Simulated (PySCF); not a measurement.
## Ionisation energy of W⁴⁹⁺ by level of theory

W⁴⁹⁺ [Ar] 3d7 [3d3/2^4 3d5/2^3, M_J = 9/2] → W⁵⁰⁺ [Ar] 3d6 [3d3/2^4 3d5/2^2, M_J = 4], as a difference of total energies. Computed with PySCF 2.14 in an uncontracted even-tempered set (15 s from 13 bohr⁻², ratio 2.8; 13 p from 16 bohr⁻², ratio 2.8; 8 d from 16 bohr⁻², ratio 2.8; 3 f from 58 bohr⁻², ratio 3), with the two-component X2C-1e Hamiltonian. Correlated levels: [Ne] frozen; the 78 highest virtual spinors dropped. "Screened" scales the spin-orbit matrix elements by Boettger's factors to mimic the two-electron term; Breit and QED terms are absent.

| method | ionisation energy (eV) |
| --- | --- |
| GHF (spin-free) | 4461.5 |
| GMP2 (spin-free) | 4462.5 |
| GHF (screened spin-orbit) | 4444.1 |
| GMP2 (screened spin-orbit) | 4444.3 |

Breit and QED terms and the two-electron picture change are absent.

The spin-free rows relax to the high-spin LS determinant and lack the spin-orbit shift.

The labels give the starting determinants; with spin-orbit coupling the two ends relaxed to ⟨J²⟩ = 24.75, ⟨L²⟩ = 15.95, ⟨S²⟩ = 2.55 and ⟨J²⟩ = 20.01, ⟨L²⟩ = 12.80, ⟨S²⟩ = 2.92.

For comparison: 4446 ± 4 eV (semi-empirical (NIST evaluation); NIST Atomic Spectra Database, ionization energies).
